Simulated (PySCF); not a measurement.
selenium dioxide (O₂Se), SMILES O=[Se]=O. Atoms are numbered in the order given.

```xyz
3

O      0.0000    -1.3340     0.5929
Se     0.0000     0.0000    -0.2790
O      0.0000     1.3340     0.5929
```
Charge 0, spin multiplicity 1.

Geometry: ωB97X-D3(BJ)/def2-TZVP.

Calculation: KT2/pcSseg-2 run with PySCF.

GIAO shieldings, no solvent; atoms alike by connectivity are averaged. δ = σ(ref) − σ: ¹⁷O against H2O (σ = 324.0 ppm); ⁷⁷Se against Me2Se (σ = 1704.9 ppm), references at their B3LYP-D3(BJ)/def2-TZVP geometries, non-relativistic.

Computed chemical shifts:
```tsv
nucleus	atoms	count	δ (ppm)
¹⁷O	O1, O3	2	841.3
⁷⁷Se	Se2	1	1815.6
```
